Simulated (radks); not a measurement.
The numbers below are computed, except where a source is named.
Problem. The caesium ion Cs+ is in [Xe]. Code: a radial shooting solver on a logarithmic mesh with Libxc functionals. Model: scalar-relativistic Kohn-Sham, BLYP, spin-polarised, spherical densities, finite nucleus; Fermi nuclear charge, rms radius of each element as measured or else 0.836 A^(1/3) + 0.57 fm. Open shells are filled with parallel spins first. One electron is removed from 4d, 4p, 5s, 5p in turn, with full relaxation. Which removal costs least, and what does each cost?

Solution. 5p 23.271 eV; 5s 37.198 eV; 4d 88.407 eV; 4p 175.64 eV. The 5p electron leaves first.
